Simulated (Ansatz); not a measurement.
```yaml
crystal:
  periodic: [false, false, false]
  atoms:
    - {symbol: Ga, position_ang: [-0.000268, -0.000393, -0.000016]}
    - {symbol: F, position_ang: [1.745571, -0.027163, 0.013219]}
    - {symbol: F, position_ang: [-0.848109, 1.525940, -0.017371]}
    - {symbol: F, position_ang: [-0.897193, -1.498384, 0.004168]}
basis:
  gaussian: {orbitals: 6-31G, fitting: {mean_field: def2-universal-jkfit}, final_grid: {core_spheres: 20, valence_spheres: 16, degree: 47}}
total_charge: 1
magnetization: {spin_polarized: true, initial_magnetization: 1}
hamiltonian: {xc: {name: r2SCAN50}, dispersion: d3bj}
output: {forces: true}
```

```sh
$ ansatz run in.yaml --threads 4 --pin off --events-out ev --progress --plain --max-ram 3916MiB
```

Output, abridged:

```
Warning: the engine holds no damping parameters fitted to this dispersion correction and functional, so the run takes those fitted to r2scan50 beside the three-body term, which d3bj leaves out (hamiltonian.dispersion, under Limitations)
Functional definition: r2SCAN50
497 factors; integrals over basis functions are off by at most 2.6e-3 eV
mean field evaluation 1: about -60491.1846 eV, gradient 4.8e1 eV
mean field evaluation 2: about -60488.0905 eV, gradient 6.0e1 eV
mean field evaluation 4: about -60498.8394 eV, gradient 2.7e0 eV
mean field evaluation 8: about -60498.9015 eV, gradient 3.8e-1 eV
mean field evaluation 16: about -60499.1133 eV, gradient 1.7e-1 eV
mean field evaluation 32: about -60499.1135 eV, gradient 8.4e-7 eV
mean field -60499.11354033 eV, -2223.3014148353 hartree, gradient 8.4e-7 eV, S^2 0.757961; 6 other end points of the search recorded, 0 dependent functions left out
reference -60499.11355833 eV, -2223.3014154967 hartree; 29, 28 occupied and 27, 28 virtual orbitals, 497 factors
Total energy: -60499.12642057 eV, -2223.3018881750 hartree
Atom 0 at    -0.000268    -0.000393    -0.000016 Å, force    -6.802399     0.095523    -0.051390 eV/Å
Atom 1 at     1.745571    -0.027163     0.013219 Å, force     4.469231    -0.066190     0.033856 eV/Å
Atom 2 at    -0.848109     1.525940    -0.017371 Å, force     1.152405    -0.819271     0.014489 eV/Å
Atom 3 at    -0.897193    -1.498384     0.004168 Å, force     1.180763     0.789938     0.003045 eV/Å
Dipole moment:     0.970520    -0.014602     0.007314 e Å
```

Hardware: 4 threads of Arm Neoverse V1 on a shared host. Wall time 10 s.

The 6-31G sets use Cartesian d functions.

The dipole of an ion depends on the origin.
